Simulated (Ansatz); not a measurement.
`NB(F)[TeH]` + H₂Se → `NB(F)[SeH]` + H₂Te at 500 K and 1 bar (ligand exchange at a B–Te bond).

Gas-phase electronic energies from Ansatz, PBE0-D4/def2-TZVP geometries. CCSD(T)/CBS is the MP2 limit (def2-TZVPP, def2-QZVPP) plus CCSD(T) − MP2 in def2-TZVPP, frozen cores. Elements past krypton have def2 core potentials. For Se, Te outer-core shells are correlated without core-valence functions, which leaves a few kJ/mol of doubt a bond. Scalar relativity is left out up to krypton. One conformer a species, not always the lowest.

| species | CCSD(T)/CBS energy (Eh) | H − E (kJ/mol) | S (J/(mol·K)) |
| --- | --- | --- | --- |
| `NB(F)[TeH]` | -448.93912 | 143.8 | 371.7 |
| H₂Se | -2401.89790 | 53.1 | 237.8 |
| `NB(F)[SeH]` | -2581.93092 | 146.4 | 361.8 |
| H₂Te | -268.91024 | 48.9 | 247.6 |

H − E and S are ideal-gas, rigid-rotor, harmonic terms from PBE0-D4/def2-TZVP, for one conformer and one mirror image of each species. 1 Eh = 2625.50 kJ/mol, R = 8.31446 J/(mol·K).

**Question.** By hand: ΔE, ΔH, ΔS and ΔG.

**Answer.** ΔE = (-2581.93092) + (-268.91024) − (-448.93912) − (-2401.89790) = -0.00414 Eh = -10.9 kJ/mol. Δ(H − E) = 146.4 + 48.9 − 143.8 − 53.1 = -1.6, so ΔH = -12.5 kJ/mol. ΔS = 361.8 + 247.6 − 371.7 − 237.8 = -0.1 J/(mol·K). ΔG = -12.5 − 500 × (-0.1)/1000 = -12.4 kJ/mol.

**Question.** By hand: the equilibrium constant, and the temperature at which ΔG would vanish if ΔH and ΔS stayed fixed.

**Answer.** log₁₀ K = −ΔG/(RT ln 10) = 1.3. ΔG = 0 at ΔH/ΔS = 125000 K, far beyond where these terms or the molecules hold.

The number of gas molecules stays the same, so ΔS is small and ΔH decides. A doubt of 5 kJ/mol in ΔE shifts log₁₀ K by 0.5 here. Other conformers and mirror images would add mixing entropy, several J/(mol·K) or more a flexible species. These are equilibria of isolated gas molecules and say nothing of rates. Largest T1 diagnostic: 0.012 (customary marks: 0.02 for closed shells, 0.045 for open ones).
